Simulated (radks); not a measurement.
As+, configuration [Ar] 3d10 4s2 4p2. All-electron calculation, scalar-relativistic Kohn-Sham, LDA (Slater exchange, Perdew-Wang correlation), spin-polarised, spherical densities, point nucleus; open shells are filled with parallel spins first; hard spherical wall at 2.5 bohr. Program: a radial shooting solver on a logarithmic mesh with Libxc functionals. Some entries of the table are withheld. Estimate them.

orbital  occ.  eigenvalue (Ry)  r(max) (bohr)
1s up       1        -859.0459        0.02978
1s down     1        -859.0234        0.02978
2s up       1        -108.4157         0.1704
2s down     1        -108.4011         0.1704
2p up       3        -95.07453         0.1363
2p down     3        -95.05373         0.1363
3s up       1        -13.36046         0.5228
3s down     1        -13.33158         0.5229
3p up       3         -9.24848         0.5219
3p down     3         -9.21572         0.5220
3d up       5         -2.47833         0.4777
3d down     5         -2.43359         0.4774
4s up       1         -0.18996          1.455
4s down     1         -0.01331          1.450
4p up       2          0.99500          1.537
4p down     0          1.17473          1.534
4d up       0          3.11058          1.661
4d down     0          3.28351          1.659
5s up       0          7.72251            (1)
5s down     0          7.84804            (2)
5p up       0          8.97886          2.007
5p down     0          9.10253          2.007

Answer. 
(1) 5s up r(max) (bohr): 1.986
(2) 5s down r(max) (bohr): 1.986
